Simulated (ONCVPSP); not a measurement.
## Potentials for Mn (Z = 25) compared

Generated with ld1.x 7.5 (TM, RRKJ, ultrasoft, PAW), atompaw 4.2 or ONCVPSP 4.0.1. The cutoff is in Ry: for ld1.x and atompaw files where the sum of valence levels is converged to 10 mRy in a Bessel basis, for ONCV files where the hardest occupied wave has 1 mHa per electron of residual kinetic energy. The error is the largest all-electron minus pseudo excitation energy over each file’s own four to seven test configurations (ionisations up to +4, promotions, holes and added fractions of an electron), all of which were solved. The labels leave out finer settings (local radius, basis sizes, second energies), which also bear on the numbers. Spin-polarised tests are not counted. The rows are a selection from randomly drawn settings: files with unsolved tests, undetermined cutoffs or missed reference levels are left out.

A true bound ghost makes a file unfit for plane-wave use even where its test errors are small: the radial tests pick states by their node count and pass the ghost by.

| potential | cutoff (Ry) | largest error (meV) | bound ghosts |
| --- | --- | --- | --- |
| ONCV, PBE, scalar-relativistic, rc 1.95/1.10/1.10 (spd), local smoothed, core correction yes, reference 3p6 3d5 4s1.5, qcut 3.8/11.7/15.6, projectors 1/3/1 | 164 | -14 | s |
| ONCV, PBE, scalar-relativistic, rc 1.20/1.35/1.60 (spd), local smoothed, core correction yes, reference 3s2 3p6 3d5 4s1, qcut 10.1/8.3/8.8, projectors 2/2/1 | 71 | -178 | none |
| ONCV, PBEsol, scalar-relativistic, rc 1.50/0.90/1.75 (spd), local smoothed, core correction no, reference 3s2 3p6 3d6 4s1, qcut 8.3/8/9.7, projectors 2/2/1 | 68 | -182 | none |
| ONCV, PBE, scalar-relativistic, rc 2.00/1.80/1.10/1.95 (spdf), local smoothed, core correction yes, reference 3d5 4s1, qcut 2.9/5.2/17.3/4.9, projectors 2/2/2/2 | 174 | -213 | s, p |
| ONCV, LDA (Perdew-Wang 92), scalar-relativistic, rc 1.55/1.30/1.15 (spd), local smoothed, core correction no, reference 3s2 3p6 3d5 4s1.75, qcut 7/8.7/14, projectors 2/2/2 | 142 | +14 | none |
| ONCV, PBEsol, fully relativistic, rc 1.35/1.75/1.10 (spd), local d, core correction yes, reference 3s2 3p6 3d5 4s1 4p1, qcut 11.6/9.5/12.8, projectors 2/2/0 | 130 | -83 | s |
| ONCV, LDA (Perdew-Wang 92), non-relativistic, rc 1.15/0.80/0.90 (spd), local smoothed, core correction yes, reference 3s2 3p6 3d5 4s2, qcut 8.9/11.9/12, projectors 2/2/2 | 154 | -7.7 | none |

(1) Fill in the row for Mn: ONCV, PW91, scalar-relativistic, rc 1.70/1.25/0.95 (spd), local d, core correction yes, reference 3s2 3p6 3d5 4s2, qcut 6.5/12.9/11, projectors 2/3/0.

(2) Fill in the row for Mn: ONCV, BLYP, scalar-relativistic, rc 1.30/0.80/1.65 (spd), local smoothed, core correction yes, reference 3s2 3p6 3d5 4s1.5, qcut 10.1/8.3/11.5, projectors 2/2/2.

Answers

(1) cutoff 336 Ry, largest error -13 meV, bound ghosts: none.

(2) cutoff 143 Ry, largest error +3.0 meV, bound ghosts: none.
